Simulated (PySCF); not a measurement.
Isomers of C4H11GeN, mass 147.010 u with the commonest isotopes. The calculation used PBE0-D3(BJ)/def2-SVP geometry optimisation, gas phase in PySCF 2.14.0. One conformer each, none proved a minimum here; rigid rotors.

Question: Order these by out-of-plane moment Σ m c² = (Ia + Ib − Ic)/2, largest first.
A. `[NH2:1][CH2:2][CH:3]1[CH2:4][GeH2:5][CH2:6]1` with H–N1–C2–C3 63° and 180°, N1–C2–C3–C4 -65°, C2–C3–C4–Ge5 -147°, C3–C4–Ge5–C6 17°, C4–Ge5–C6–C3 -17°, C2–C3–C6–Ge5 148°
B. `[CH2:1]=[CH:2][CH2:3][NH:4][GeH2:5][CH3:6]` with C1–C2–C3–N4 -8°, C2–C3–N4–Ge5 153°, C3–N4–Ge5–C6 61°
C. `[GeH3:1][NH:2][CH:3]1[CH2:4][CH2:5][CH2:6]1` with Ge1–N2–C3–C4 -164°, N2–C3–C4–C5 141°, C3–C4–C5–C6 -20°, C4–C5–C6–C3 20°, N2–C3–C6–C5 -141°

Answer: B (13.85 u·Å²), A (13.15 u·Å²), C (12.71 u·Å²).

Question: Order these by dipole moment, smallest first.
A. `[NH2:1][CH2:2][CH:3]1[CH2:4][GeH2:5][CH2:6]1` with H–N1–C2–C3 63° and 180°, N1–C2–C3–C4 -65°, C2–C3–C4–Ge5 -147°, C3–C4–Ge5–C6 17°, C4–Ge5–C6–C3 -17°, C2–C3–C6–Ge5 148°
B. GeH3(pyrrolidide) (`[H][Ge]([H])([H])[N]1CCCC1`)
C. `[GeH3:1][NH:2][CH:3]1[CH2:4][CH2:5][CH2:6]1` with Ge1–N2–C3–C4 -164°, N2–C3–C4–C5 141°, C3–C4–C5–C6 -20°, C4–C5–C6–C3 20°, N2–C3–C6–C5 -141°

Answer: B (0.55 D), C (0.79 D), A (1.32 D).

Question: Order these by rotational constant A, largest first.
A. GeH3(pyrrolidide), `C1[N](CCC1)[GeH3]`
B. `[NH2:1][CH2:2][CH:3]1[CH2:4][GeH2:5][CH2:6]1` with H–N1–C2–C3 63° and 180°, N1–C2–C3–C4 -65°, C2–C3–C4–Ge5 -147°, C3–C4–Ge5–C6 17°, C4–Ge5–C6–C3 -17°, C2–C3–C6–Ge5 148°
C. `[GeH3:1][NH:2][CH:3]1[CH2:4][CH2:5][CH2:6]1` with Ge1–N2–C3–C4 -164°, N2–C3–C4–C5 141°, C3–C4–C5–C6 -20°, C4–C5–C6–C3 20°, N2–C3–C6–C5 -141°

Answer: C (7407 MHz), B (6843 MHz), A (6291 MHz).

| SMILES | point group | Ia (u·Å²) | Ib (u·Å²) | Ic (u·Å²) | κ | μa (D) | μb (D) | μc (D) |
| --- | --- | --- | --- | --- | --- | --- | --- | --- |
| [GeH3][NH]C1CCC1 | C1 | 68.23 | 507.40 | 550.22 | -0.98 | 0.26 | 0.49 | 0.56 |
| [H][Ge]([H])([H])[N]1CCCC1 | near Cs | 80.33 | 417.99 | 472.80 | -0.95 | 0.51 | 0.00 | 0.21 |
| NCC1[CH2][GeH2][CH2]1 | C1 | 73.85 | 451.44 | 498.98 | -0.96 | 0.51 | 0.07 | 1.22 |
| C=CC[NH][GeH2][CH3] | C1 | 78.75 | 511.91 | 562.96 | -0.97 | 0.63 | 1.11 | 0.58 |
